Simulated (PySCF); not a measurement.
Start geometry of F6SSn2 ((F3Sn)2S) from GFN2-xTB (Å):
```
atom  x, y, z in Å
Sn1   -0.9041    0.1495    1.6258
F2     0.6448    0.4884    2.6791
F3    -1.4798   -1.6899    1.7387
F4    -2.2919    1.1806    2.5692
S5    -0.9488    1.1561   -0.6677
Sn6    0.8313   -0.0403   -1.7458
F7     0.2626   -0.9971   -3.3582
F8     2.3816    1.1051   -2.3401
F9     1.6370   -1.4219   -0.5265
```

Task: What comes out of this run: PySCF, PBE0-D3(BJ)/def2-SVP geometry optimisation, gas phase, def2 core potentials past Kr?

Result: 
```
atom  x, y, z in Å
Sn1   -0.7261   -0.0736    1.3583
F2     0.8142    0.3130    2.4179
F3    -1.2751   -1.8998    1.2748
F4    -2.1242    0.7090    2.4172
S5    -1.1148    1.2932   -0.6437
Sn6    0.7157    0.2428   -1.6617
F7     0.5102   -0.9080   -3.1658
F8     2.3612    1.1535   -1.9654
F9     0.9716   -0.8996   -0.0573
```

The energy falls by 0.652 eV over 15 energy and gradient evaluations, the largest force component goes from 0.0414 to 4.4e-04 Eh/bohr, and the atoms move by 0.448 Å rms after alignment. The bond that changes most is Sn6–F8 (ends: tin bonded to 3 F and S; fluorine bonded to Sn), which shortens by 0.112 Å. Bonds longer at the end by more than 0.005 Å: 1 of 8; shorter: 7. Among the angles that change most is S5–Sn6–F9, from 111.5° to 90.4°. Rotational constants go from 1239, 273.3, 269.5 to 1321, 337.1, 335.0 MHz. The orientation of the end geometry is arbitrary; only internal coordinates are fixed.

The run used 154 basis functions and 110 SCF cycles in all. The run took 4.1 min wall on one thread of an Arm Neoverse V2, on a shared host, and the process peaked at 0.64 GiB of memory.

Not checked by PBE0-D3(BJ)/def2-SVP frequencies.
